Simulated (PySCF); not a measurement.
**Computed data sheet: calcium monoxide, `[O]=[Ca]`**

Calcium monoxide, CaO.
Numbering: `[O:1]=[Ca:2]`

PBE0-D3(BJ)/def2-TZVP geometry optimisation, gas phase (PySCF):

- Point group: C∞v
- Rotational constant B (linear): 13.585 GHz

From PBE0/pcSseg-2 ground state and GIAO shieldings, non-relativistic (PySCF):

- Dipole moment: 8.81 D
- HOMO energy: -4.76 eV
- LUMO energy: -1.78 eV
- HOMO–LUMO gap: 2.98 eV
- Lowest Hirshfeld atomic charge: -0.72 e on O1
- Highest Hirshfeld atomic charge: +0.72 e on Ca2
- Isotropic shieldings of nuclei other than C and H, by class: -507 (O1), 1228 (Ca2) ppm
- Mayer bond orders between heavy atoms: O1–Ca2 1.74

Monoisotopic mass from the formula: 55.9575 u.

Point group C∞v permits a dipole; with 8.81 D the species has a pure rotational spectrum. For a rigid linear rotor the levels are B·J(J + 1), so J = 1 lies 2B = 27.17 GHz above J = 0. The dipole matches unit charges of opposite sign 1.83 Å apart (1 e·Å = 4.8032 D).

Isolated species at its PBE0-D3(BJ)/def2-TZVP geometry, gas phase.
